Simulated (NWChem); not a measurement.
System meant: InCl2 cation; SMILES [Cl][In+][Cl]

The following NWChem deck was run.

```
start job
memory heap 200 mb stack 900 mb global 1100 mb
charge 1
geometry units angstroms noautoz
  In     0.000000     0.000000     0.000000
  Cl     0.000000     0.000000     2.245117
  Cl     0.000000     0.000000    -2.245117
end
basis spherical
  * library def2-svp
end
dft
  xc xpbe96 cpbe96
  iterations 150
  mulliken
end
task dft energy
```

End of the output:

```
             Grid Information
             ----------------
          Grid used for XC integration:  medium
          Radial quadrature: Mura-Knowles
          Angular quadrature: Lebedev.
          Tag              B.-S. Rad. Rad. Pts. Rad. Cut. Ang. Pts.
          ---              ---------- --------- --------- ---------
          In                  1.55      123           8.0       590
          Cl                  1.00       88          11.0       590
          Grid pruning is: on
          Number of quadrature shells:   211
          Spatial weights used:  Erf1

          Convergence Information
          -----------------------
          Convergence aids based upon iterative change in
          total energy or number of iterations.
          Levelshifting, if invoked, occurs when the
          HOMO/LUMO gap drops below (HL_TOL):  1.00D-02
          DIIS, if invoked, will attempt to extrapolate
          using up to (NFOCK): 10 stored Fock matrices.

                    Damping( 0%)  Levelshifting(0.5)       DIIS
                  --------------- ------------------- ---------------
          dE  on:    start            ASAP                start
          dE off:    2 iters        150 iters           150 iters

      Screening Tolerance Information
      -------------------------------
          Density screening/tol_rho:  1.00D-10
          AO Gaussian exp screening on grid/accAOfunc:  14
          CD Gaussian exp screening on grid/accCDfunc:  20
          XC Gaussian exp screening on grid/accXCfunc:  20
          Schwarz screening/accCoul:  1.00D-08

      Superposition of Atomic Density Guess
      -------------------------------------

      charge =      49.0 In (Indium)

      symmetry species            s     p     d     f
      number of basis functions =10     7     6
      number of cont. functions = 4     4     2
      number of closed shells   = 5     3     2
      number of open shells     = 0     1     0
      open shell occupation     = 0     1     0
 ------------------------------------------------------------------------
 atomscf:atomd: error in atom scf                   0
 ------------------------------------------------------------------------
 ------------------------------------------------------------------------
  current input line :
    17: task dft energy
 ------------------------------------------------------------------------
 ------------------------------------------------------------------------
 This error has not yet been assigned to a category
 ------------------------------------------------------------------------
 For more information see the NWChem manual at https://nwchemgit.github.io

0:atomscf:atomd: error in atom scf:Received an Error in Communication
```

Q: What is wrong, and how is it mended?

A: The program stopped with an error. Cause: the def2 basis of a heavy element holds valence functions alone and wants its effective core potential (without it all electrons must fit into that basis). This input runs:
```
start job
memory heap 200 mb stack 900 mb global 1100 mb
charge 1
geometry units angstroms noautoz
  In     0.000000     0.000000     0.000000
  Cl     0.000000     0.000000     2.245117
  Cl     0.000000     0.000000    -2.245117
end
basis spherical
  * library def2-svp
end
ecp
  In library def2-ecp
end
dft
  xc xpbe96 cpbe96
  iterations 150
  mulliken
end
task dft energy
```
It converges to -1109.64659 Ha (PBE/def2-SVP with def2 effective core potentials on In).
